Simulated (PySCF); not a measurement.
Zr(Cl)4 anion (Cl₄Zr), SMILES [Cl][Zr]([Cl])([Cl])[Cl] (connectivity only; charge and spin as stated), charge -1, multiplicity 2. Atoms are numbered in the order given.

```xyz
5

Zr     0.0000     0.0000     0.0000
Cl    -1.3538     1.3538     1.5227
Cl     1.3538    -1.3538     1.5227
Cl    -1.3538    -1.3538    -1.5227
Cl     1.3538     1.3538    -1.5227
```
Charge -1, spin multiplicity 2.

Coordinates come from a PBE-D3(BJ)/def2-SVPD optimisation. The geometry has at least one imaginary mode, so it is a saddle point at that level. The spin state was assumed, not searched. The isomer is the one that the SMILES or the coordinates give; other isomers of the formula were not compared. The def2 effective core potentials stand for the cores of Zr; spin–orbit coupling is left out.

Method: PBE-D3(BJ)/def2-SVPD run with PySCF 2.14.0.

Frequencies are harmonic and unscaled.

Modes within 1.5 cm⁻¹ of each other (mostly degenerate sets) share a row, with their intensities summed.

Computed harmonic wavenumbers and intensities:
| mode | ν (cm⁻¹) | IR (km/mol) | moving atoms (share of kinetic energy) |
|---|---|---|---|
| 1 | 103i | 0.0 | Cl 100 % |
| 2–3 | 73 | 17.4 | Cl 74 %, Zr 26 % |
| 4 | 84 | 0.0 | Cl 100 % |
| 5 | 96 | 1.7 | Cl 81 %, Zr 19 % |
| 6 | 297 | 0.0 | Cl 100 % |
| 7–8 | 317 | 233.4 | Cl 66 %, Zr 34 % |
| 9 | 345 | 103.9 | Cl 58 %, Zr 42 % |
